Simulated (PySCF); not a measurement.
Computed shifts of a molecule C₃H₈AlF, PBE0/pcSseg-1 run with PySCF, GIAO, gas phase, atoms alike by connectivity averaged where their shifts nearly agree, in ppm (number of nuclei): ¹⁹F: -138.3 (1). ¹H: 5.01 (1), 1.49 (6), 0.54 (1). ¹³C: 20.9 (2), 17.2 (1). References: ¹⁹F against CFCl3 (σ = 167.2 ppm); ¹H against TMS (σ = 31.56 ppm); ¹³C against TMS (σ = 186.3 ppm), references at their B3LYP-D3(BJ)/def2-TZVP geometries, non-relativistic. Geometry optimised at B3LYP-D3(BJ)/def2-SVP. The values are those of a single conformer.

Problem. Which structure fits?
A. C[CH](C)[AlH][F]
B. C[CH2][Al]([CH3])[F]
C. CC[CH2][AlH][F]

Solution. A, C[CH](C)[AlH][F]
